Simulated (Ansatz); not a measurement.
`CN(C)B[SiH3]` and `C[N](C)[InH][Br]` differ in one atom or group.

Ansatz, PBE0-D4/def2-TZVP geometries, multiplicity 1. Each molecule was computed in one conformer, which needn't be the lowest.

Elements past krypton have def2 core potentials. Scalar relativity is left out up to krypton.

```tsv
property	`CN(C)B[SiH3]`
size of the dipole moment (B3LYP/def2-TZVPP) / D	2.82
LUMO energy (B3LYP/def2-TZVPP) / eV	-0.72
HOMO energy (B3LYP/def2-TZVPP) / eV	-7.44
HOMO–LUMO gap (B3LYP/def2-TZVPP) / eV	6.72
size of the dipole moment (ωB97M-V/def2-TZVPP) / D	2.81
HOMO–LUMO gap (ωB97M-V/def2-TZVPP) / eV	11.22
```

(1) Give the same properties after the change, and the shifts. (Estimate.)

Answers

(1) Computed: 
```csv
property,`C[N](C)[InH][Br]`,shift
size of the dipole moment (B3LYP/def2-TZVPP) / D,2.78,-0.04
LUMO energy (B3LYP/def2-TZVPP) / eV,-1.51,-0.79
HOMO energy (B3LYP/def2-TZVPP) / eV,-6.16,1.28
HOMO–LUMO gap (B3LYP/def2-TZVPP) / eV,4.65,-2.07
size of the dipole moment (ωB97M-V/def2-TZVPP) / D,2.75,-0.06
HOMO–LUMO gap (ωB97M-V/def2-TZVPP) / eV,8.74,-2.48
```

With PBE0 the HOMO rises by 1.33 eV and the LUMO falls by 0.72 eV, so the gap narrows by about 2.05 eV. PBE moves the HOMO by 1.29 eV and ωB97M-V by 1.32 eV. Dipoles are sizes alone; their direction can turn.

B3LYP here is the variant with VWN-RPA as its local correlation; programs differ in this.

Spin–orbit coupling is left out; it splits and shifts lone-pair levels of the heavy atoms by tenths of an eV.
